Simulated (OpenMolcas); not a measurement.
# Tl II: effect of the active space

- Program: OpenMolcas
- Method: CASSCF or its RAS form
- Basis: ANO-R2
- Scalar Hamiltonian: X2C, finite nucleus
- Spin-orbit coupling: state interaction with AMFI integrals over the reference wave functions, term energies averaged over their components

A. 2 electrons in 4 orbitals (6s 6p); 2S+1 = 3 even, 3 roots; 2S+1 = 1 even, 7 roots; 2S+1 = 3 odd, 3 roots; 2S+1 = 1 odd, 3 roots; cost about 15 core-seconds
B. 2 electrons in 8 orbitals (6s 6p 7s 7p); 2S+1 = 3 even, 1 root; 2S+1 = 1 even, 7 roots; 2S+1 = 3 odd, 3 roots; 2S+1 = 1 odd, 3 roots; cost about 22 core-seconds
C. 2 electrons in 9 orbitals (RAS2 6s 6p; RAS3 6d, at most 2 electrons); 2S+1 = 3 even, 3 roots; 2S+1 = 1 even, 7 roots; 2S+1 = 3 odd, 3 roots; 2S+1 = 1 odd, 3 roots; cost about 23 core-seconds

Energies in cm-1 above 6s2 1S0, the measured ground level; measured values from NIST Handbook of Basic Atomic Spectroscopic Data.

| Level | A | B | C | Measured |
| --- | --- | --- | --- | --- |
| 6s2 1S0 | 0.0 | 0.0 | 0.0 | 0.0 |
| 6s 6p 3P* 0 | 44130 | 45584 | 43942 | 49451 |
| 6s 6p 3P* 1 | 46819 | 48260 | 46563 | 52394 |
| 6s 6p 3P* 2 | 53438 | 54881 | 53276 | 61728 |
| 6s 6p 1P* 1 | 74986 | 76474 | 72763 | 75663 |

Deviations, from unrounded energies. A percentage is the sum of absolute deviations over the sum of measured energies, with the sign that they share, or ± where signs differ.

| Against measurement | Levels | A | B | C |
| --- | --- | --- | --- | --- |
| mean absolute deviation (cm-1) | 4 | 5000 | 3900 | 5700 |
| other configurations (%) | 4 | -8.3 | ±6.5 | -9.5 |

B lies closest to measurement on these levels and C furthest from it. The largest miss of B in the table is 6s 6p 3P* 2, by -6800 cm-1. The ranking rests on the paired levels alone, and a cruder setting can come out closer through cancelling errors.

Among A to C the level of the table that moves most is 6s 6p 1P* 1, by 3700 cm-1 (lowest in C, highest in B).

Spin-orbit splittings of 6p shells tend to come out small when the coupling is added on scalar orbitals. The run also gave levels led by 6s 7s, which use shells meant for correlation; these and all levels above them are left out (holds for B). Active for correlation alone: 6d; no level in the range computed is led by a configuration that fills it, so any true level of that kind is missing (holds for C). Computed and measured levels are paired by configuration, term and J; levels that our copy of the source lacks, or whose pairing is in doubt (as where it misses far off the trend of its configuration), stay unpaired and out of the deviations. Levels of configurations outside the active space are missing. The table leaves out levels that lie high or whose names do not pair safely across all columns.

* marks odd parity.
